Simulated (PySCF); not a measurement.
Start geometry of `F[C@@H]1C[C@@H]2CC[C@@H]2C[C@H]1Cl` from GFN2-xTB (Å):
```
atom  x, y, z in Å
F1     2.8646   -0.5762   -0.9600
C2     1.9643   -0.3098    0.0590
C3     0.7600   -1.2347   -0.1055
C4    -0.4248   -0.7147    0.6942
C5    -1.7909   -1.2394    0.2175
C6    -2.0750    0.1185   -0.4440
C7    -0.8350    0.7065    0.2519
C8     0.2098    1.4116   -0.6055
C9     1.5949    1.1801   -0.0168
Cl10   1.6640    1.8904    1.6246
H11    2.5046   -0.5186    0.9898
H12    1.0296   -2.2449    0.2063
H13    0.5041   -1.2705   -1.1657
H14   -0.2297   -0.8254    1.7621
H15   -1.7510   -2.0952   -0.4527
H16   -2.4689   -1.4650    1.0369
H17   -1.9846    0.0958   -1.5279
H18   -3.0235    0.5815   -0.1832
H19   -1.0998    1.3363    1.1011
H20    0.2077    1.0142   -1.6223
H21    0.0064    2.4818   -0.6631
H22    2.3628    1.6973   -0.5981
```

Q: What comes out of this run: PBE0-D3(BJ)/def2-SVP geometry optimisation, gas phase (PySCF)?

A: 
```
atom  x, y, z in Å
F1     3.7209    1.4312    0.4337
C2     2.9865    1.5786    1.5973
C3     1.7918    0.6383    1.5280
C4     0.6192    1.1250    2.3628
C5    -0.7507    0.5579    1.9366
C6    -1.0115    1.8456    1.1288
C7     0.1523    2.5251    1.8812
C8     1.2040    3.3192    1.1143
C9     2.5809    3.0572    1.6947
Cl10   2.6305    3.5793    3.4217
H11    3.6545    1.3409    2.4402
H12    2.0909   -0.3846    1.8034
H13    1.4954    0.6000    0.4660
H14    0.8587    1.0576    3.4354
H15   -0.7414   -0.3939    1.3828
H16   -1.4365    0.4528    2.7899
H17   -0.7946    1.7223    0.0559
H18   -2.0059    2.3065    1.2215
H19   -0.2147    3.1153    2.7333
H20    1.2408    2.9974    0.0590
H21    0.9880    4.3977    1.1095
H22    3.3596    3.6404    1.1851
```

The energy falls by 6.1 kJ/mol over 9 energy and gradient evaluations, the largest force component goes from 0.0124 to 2.5e-04 Eh/bohr, and the atoms move by 0.156 Å rms after alignment. Among the bonds, C9–Cl10 and C6–H17 change most and about equally (+0.014 to +0.015 Å). Bonds longer at the end by more than 0.005 Å: 15 of 23; shorter: 2. Among the dihedrals that turn most is F1–C2–C9–C8, from 104° to 94°. Rotational constants go from 1559, 958.9, 731.1 to 1530, 969.4, 753.3 MHz. The orientation of the end geometry is arbitrary; only internal coordinates are fixed.

The run used 204 basis functions and 57 SCF cycles in all.

No frequency check. One conformer, not necessarily the lowest.
